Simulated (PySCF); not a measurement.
Hf(OH)3(SH) (H4HfO3S), SMILES [OH][Hf]([OH])([OH])[SH], multiplicity 1. Atoms are numbered in the order given.

```xyz
9

Hf    -0.0075     0.2230     0.0000
O      0.9312     0.8328    -1.5727
H      1.3587     1.1638    -2.3622
O      0.9312     0.8328     1.5727
H      1.3587     1.1638     2.3622
O     -1.8673     0.7281     0.0000
H     -2.7380     1.1265     0.0000
S     -0.0443    -2.2685     0.0000
H      1.3084    -2.3673     0.0000
```

Geometry: B3LYP-D3(BJ)/def2-SVP. The spin state was assumed, not searched. The structure was generated by enumeration; whether it is a known compound was not checked. The def2 effective core potentials stand for the cores of Hf; spin–orbit coupling is left out. One conformer was computed; it need not be the lowest.

Calculation: TDA-PBE/def2-SVPD run with PySCF.

Vertical excitations.  State labels are in the subgroup Cs.

```
state  symmetry  energy (eV)  λ (nm)      f                                              main pairs
-----  --------  -----------  ------  -----  ------------------------------------------------------
S1           A"         4.73     262  0.000                                          HOMO→LUMO 98 %
S2           A"         4.82     257  0.017                                        HOMO→LUMO+1 99 %
S3           A'         5.47     227  0.036                                        HOMO→LUMO+2 75 %
S4           A"         5.49     226  0.001                                        HOMO→LUMO+3 90 %
S5           A'         5.59     222  0.004                                        HOMO→LUMO+4 90 %
S6           A"         5.61     221  0.005                                        HOMO→LUMO+5 90 %
S7           A'         5.85     212  0.007                    HOMO−1→LUMO+1 52 %, HOMO−1→LUMO 47 %
S8           A"         5.91     210  0.007                                        HOMO→LUMO+6 96 %
S9           A'         6.04     205  0.028  HOMO−1→LUMO 41 %, HOMO−1→LUMO+1 35 %, HOMO→LUMO+8 11 %
S10          A"         6.18     201  0.025                                        HOMO→LUMO+7 96 %
T1           A"         4.57     271      0                                          HOMO→LUMO 99 %
T2           A"         4.72     263      0                                        HOMO→LUMO+1 99 %
T3           A'         4.87     255      0                                        HOMO→LUMO+2 98 %
T4           A"         5.31     233      0                                        HOMO→LUMO+3 96 %
```
Triplets are in the Tamm–Dancoff approximation.
